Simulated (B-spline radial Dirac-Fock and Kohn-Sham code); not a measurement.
# Radiative decay of the L1 hole in Ti⁶⁺

System: Ti⁶⁺, [Ne] 3s2 3p4.

Level of theory: independent-particle radiative and Coulomb Auger rates from relativistic LDA hole-state orbitals, with Dirac-Fock energies; a radial atomic solver.

```csv
line,multipole,energy (eV),rate (s⁻¹),share (%)
L1-L2,E1,101.5,3.18e+10,1.92
L1-L3,E1,–,7.67e+10,4.63
Lβ4 (L1-M2),E1,548.8,5.31e+11,32.0
Lβ3 (L1-M3),E1,549.6,1.02e+12,61.4
```

The listed lines hold 100.0 % of the radiative rate. A dash stands for an energy that rests on an unreliable hole state. The radiative width is 0.00109 eV in the length form and 0.00104 eV in the velocity form; the two differ because the transition energies are not eigenvalue differences of the potential that gave the orbitals.

Values without a named source are computed, but for edge energies of neutral atoms, which are taken from tables.
